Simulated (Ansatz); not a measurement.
Harmonic frequencies (cm⁻¹) at PBE0-D4/def2-TZVP from Ansatz: 86, 211, 227, 230, 367, 514, 534, 547, 704, 722, 723, 728, 728, 775, 870, 2168, 2169, 2184, 2190, 3467, 3468.

Task: Which molecule is it?
A. `C#[C][GeH2][C]#C`
B. `C[S][GeH2][Cl]`
C. `C#[C][GeH2][Cl]`
D. `C[NH][GeH]([F])[F]`

Result: A.
